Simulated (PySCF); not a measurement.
# He: excitation energy

He 1s2 (1S) → He 1s1 2p1 (3P), as a difference of total energies. Computed with PySCF 2.14 in x2c-QZVPPall with one added diffuse shell each of s, p, d type (5s4p3d1f, 39 functions), with the spin-free X2C one-electron Hamiltonian (Gaussian nucleus). Correlated levels: valence: nothing frozen. The calculations carry no spin-orbit coupling.

```
           method  excitation energy (eV)
              UHF                  22.515
              LDA                  22.826
              PBE                  22.822
             PBE0                  22.924
           r2SCAN                  23.189
          LC-wPBE                  23.227
             TPSS                  23.179
             BLYP                  23.343
            HSE06                  22.934
    MP2 (valence)                  23.401
SCS-MP2 (valence)                  23.649
```

Q: How much does correlation contribute at MP2 (valence)?

A: 23.401 − (22.515) = 0.886 eV, measured against UHF.

Errors of the correlated levels include the incompleteness of this basis.

The promoted electron is Rydberg-like, and one or two diffuse shells describe it only roughly, which tends to raise the upper state.

In the upper state the promoted electron has a positive orbital energy at LDA, PBE, PBE0, r2SCAN, TPSS, BLYP, HSE06, so the basis confines it.

For comparison: 20.964 eV (measured; NIST levels, between the centres of gravity of the two terms).
